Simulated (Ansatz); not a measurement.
Other settings, tried on CrS2(OH)2 (CrS₂O₂H₂).

```yaml
crystal:
  periodic: [false, false, false]
  atoms:
    - {symbol: Cr, position_ang: [0.267631, 0.012838, 0.194538]}
    - {symbol: S, position_ang: [0.249560, -0.237397, 2.180560]}
    - {symbol: S, position_ang: [2.132736, 0.351654, -0.448732]}
    - {symbol: O, position_ang: [-0.766755, 1.367198, -0.181694]}
    - {symbol: H, position_ang: [-0.529137, 1.789904, -1.034115]}
    - {symbol: O, position_ang: [-0.321871, -1.419440, -0.609716]}
    - {symbol: H, position_ang: [-1.032153, -1.864756, -0.100842]}
basis:
  gaussian: {orbitals: pcseg-2}
magnetization: {spin_polarized: true, initial_magnetization: 0}
hamiltonian: {xc: {name: wB97X}, pseudopotentials: {relativity: scalar}}
scf: {omitted_lower_state_checks: [starts]}
```

```sh
$ ansatz run in.yaml --threads 4 --pin off --events-out ev --progress --plain --max-ram 3916MiB
```

It prints (some lines left out):

```
Functional definition: wB97X
1416 factors; their error is unknown
236 factors; integrals over basis functions are off by at most 1.3e-5 eV
mean field evaluation 1: about -54412.6218 eV, gradient 5.8e1 eV
mean field evaluation 2: about -54280.7705 eV, gradient 2.5e2 eV
mean field evaluation 4: about -54420.8660 eV, gradient 2.6e1 eV
mean field evaluation 8: about -54422.7465 eV, gradient 2.0e-1 eV
mean field evaluation 16: about -54422.9178 eV, gradient 3.7e-3 eV
mean field evaluation 32: about -54422.9643 eV, gradient 5.6e-5 eV
mean field -54422.96432219 eV, -2000.0070496304 hartree, gradient 7.4e-6 eV, S^2 0.382154; 1 other end points of the search recorded, 0 dependent functions left out
reference -54422.96429312 eV, -2000.0070485619 hartree; 37, 37 occupied and 175, 175 virtual orbitals, 1416 factors
Total energy: -54422.96429312 eV, -2000.0070485619 hartree
Relativity: scalar
Checks for a lower state left out: starts
```

Run time 32 s (4 threads of AMD EPYC 9R45 on a shared host), peak host memory 1.5 GiB.

The unrestricted singlet has broken spin symmetry (⟨S²⟩ up to 0.38).
